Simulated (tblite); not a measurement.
Input of a run (GFN2-xTB geometry optimisation, gas phase (tblite 0.8.0)), started from a force field or distance geometry:
```
{"job": {"kind": "relax", "xc": "GFN2-xTB", "basis": "xTB"}, "charge": 0, "multiplicity": 1}
C      2.675700     0.869000    -0.297000
C      1.731900     0.303100    -1.358800
N      0.684400    -0.497900    -0.759200
N      0.826100    -1.812400    -0.567500
C     -0.352200    -2.135300     0.000500
C     -1.155500    -0.985200     0.093200
S     -2.758500    -0.913500     0.748500
C     -3.142400     0.841400     0.574900
N     -0.486800     0.067700    -0.388000
H      3.452700     1.463100    -0.763700
H      2.120600     1.517300     0.398700
H      3.135700     0.072300     0.290300
H      2.282200    -0.343600    -2.033700
H      1.273400     1.099300    -1.933800
H     -0.564900    -3.144000     0.286700
H     -3.127700     1.134900    -0.469300
H     -4.154700     1.023300     0.958200
H     -2.449000     1.446700     1.141700
```

Output (eV, eV/Å):
```
step      E/eV     max force
  0    -742.57645    2.861
  1    -742.70154    0.730
  2    -742.71346    0.235
  3    -742.71673    0.143
  4    -742.71938    0.146
  5    -742.72125    0.100
  6    -742.72185    0.071
  7    -742.72252    0.063
  8    -742.72303    0.056
  9    -742.72353    0.067
 10    -742.72389    0.040
 11    -742.72422    0.056
 12    -742.72461    0.058
 13    -742.72511    0.082
 14    -742.72569    0.079
 15    -742.72628    0.055
 16    -742.72684    0.067
 17    -742.72737    0.058
 18    -742.72790    0.067
 19    -742.72841    0.053
 20    -742.72888    0.053
 21    -742.72930    0.050
 22    -742.72967    0.054
 23    -742.72996    0.040
 24    -742.73022    0.044
 25    -742.73050    0.044
 26    -742.73084    0.052
 27    -742.73122    0.050
 28    -742.73157    0.044
 29    -742.73188    0.036
 30    -742.73215    0.039
 31    -742.73234    0.033
 32    -742.73244    0.021
 33    -742.73249    0.019
 34    -742.73252    0.019
 35    -742.73255    0.013
 36    -742.73257    0.009
```

Task: Summarise the run.

Result: The energy falls by 0.156 eV over 36 L-BFGS steps, the largest force on an atom goes from 2.86 to 0.009 eV/Å, and the atoms move by 0.076 Å rms after alignment. The bond that changes most is N3–N9 (pyrrole-type nitrogen to pyridine-type nitrogen), which shortens by 0.036 Å. Bonds longer at the end by more than 0.005 Å: 3 of 18; shorter: 7. Among the angles that change most is N3–N4–C5, from 101.7° to 105.2°. The energy never rose by more than 1e-5 eV on the way. The first step brought 80 % of the lowering.

Task: What are the final bond lengths?

Result: C1–C2 1.526 Å, C2–N3 1.434 Å, N3–N4 1.309 Å, N4–C5 1.321 Å, C5–C6 1.405 Å, C6–S7 1.738 Å, S7–C8 1.814 Å, C6–N9 1.330 Å, N3–N9 1.317 Å, C1–H10 1.086 Å, C1–H11 1.087 Å, C1–H12 1.087 Å, C2–H13 1.092 Å, C2–H14 1.092 Å, C5–H15 1.068 Å, C8–H16 1.085 Å, C8–H17 1.085 Å, C8–H18 1.085 Å. Numbering counts from 1 in the input's order; the species is `CCN1N=CC(SC)=N1`.

Its GFN2-xTB frequencies are all real (lowest 20 cm⁻¹). The numbers are those of one conformer.

The values belong to the conformer `[CH3:1][CH2:2][n:3]1[n:4][cH:5][c:6]([S:7][CH3:8])[n:9]1`: C1–C2–N3–N4 -88°, C5–C6–S7–C8 180°.

The numbers are calculated, not measured.
